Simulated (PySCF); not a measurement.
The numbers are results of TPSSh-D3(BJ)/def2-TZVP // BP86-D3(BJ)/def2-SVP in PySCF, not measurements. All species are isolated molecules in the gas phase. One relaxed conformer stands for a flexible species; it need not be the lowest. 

Reference species: [Ti(NH2)4] (neutral, multiplicity 1).

| Item | Result |
|---|---|
| mean distance from the central atom to its bonded neighbours | 1.899 Å |
| LUMO | -1.23 eV |
| coordination number | 4 |
| charge on the central atom (Mulliken) | 1.58 e |

Changed species: [Nb(=O)(NH2)3] (M = Nb, oxo; the reference has M = Ti).

Problem. Predict the effect on the mean distance from the central atom to its bonded neighbours, LUMO, coordination number and charge on the central atom (Mulliken).

Solution. the mean distance from the central atom to its bonded neighbours rises by 0.032 Å, to 1.931 Å; the LUMO increases by 0.29 eV, to -0.94 eV; the coordination number stays essentially unchanged; the charge on the central atom (Mulliken) rises by 0.18 e, to 1.76 e.
